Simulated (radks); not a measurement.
Results of a calculation; reference values are marked as such.
Task: Mean orbital radii <r> (bohr) of neutral samarium, [Xe] 4f6 6s2, of relativity; Dirac values are averaged over j with weights 2j + 1. Spin-unpolarised spherical Kohn-Sham, PBEsol, point nucleus unless stated (finite: rms radius 5.0819 fm), a radial shooting solver on a logarithmic mesh with Libxc functionals. A level marked "c x" has the speed of light scaled by that factor and shares open shells by 2j + 1; other Dirac levels either fill j = l - 1/2 first or share by 2j + 1.

shell       non-rel.
3s            0.2708
3p            0.2605
3d            0.2319
4s            0.6131
4p            0.6290
4d            0.6708
5s             1.500
5p             1.701
4f            0.9471
6s             4.552
5d (empty)     3.103
6p (empty)     5.976

Give the values at the level "Dirac, 2j+1 shares, finite nucleus".

Result: 
shell       Dirac, 2j+1 shares, finite nucleus  change of magnitude (%)
3s                                      0.2547                    -5.94
3p                                      0.2528                    -2.95
3d                                      0.2310                    -0.36
4s                                      0.5793                    -5.52
4p                                      0.6127                    -2.60
4d                                      0.6712                    +0.06
5s                                       1.410                    -6.01
5p                                       1.660                    -2.43
4f                                       1.020                    +7.73
6s                                       4.301                    -5.51
5d (empty)                               3.329                    +7.28
6p (empty)                               5.987                    +0.19
